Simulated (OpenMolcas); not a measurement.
**Cu2+, Ag2+, Au2+: d⁹ down the group**

```json
{"Program": "OpenMolcas 26.06", "Method": "CASSCF", "Basis": "ANO-R3", "Scalar Hamiltonian": "X2C, finite nucleus", "Spin-orbit coupling": "RASSI with atomic mean-field integrals over the reference wave functions, term energies averaged over their components"}
```

Active space for each ion: 9 electrons in 6 orbitals (d s).

Computed levels in cm-1 above ²D_5/2:

```
                               Level  Cu2+  Ag2+   Au2+
                              ²D_3/2  2205  4712  13255
weight of ²D in the lowest level (%)   100   100    100
```

Measured, with the error of the calculation in %. Measured levels: Cu2+ from Sugar and Musgrove, J. Phys. Chem. Ref. Data 19, 527 (1990); Ag2+ from Moore, Atomic Energy Levels, vol. III, NSRDS-NBS 35 (1971 reprint of NBS Circular 467, 1958); Au2+ from Iglesias, J. Res. Natl. Bur. Stand. 64A, 481 (1960).

```tsv
Level	Cu2+	Ag2+	Au2+
²D_3/2	2072 (+6.4)	4607 (+2.3)	12694 (+4.4)
```

The fine-structure level ²D_3/2 changes by a factor of 6.01 from Cu2+ to Au2+.

Without dynamic correlation excited terms often stand tens of per cent too high (terms of higher spin than the ground term too low), and those without a measured partner can miss by more than the paired ones. Computed and measured levels are paired by configuration, term and J; levels that our copy of the source lacks, or whose pairing is in doubt (as where it misses far off the trend of its configuration), stay unpaired and out of the deviations. Levels of configurations outside the active space are missing.
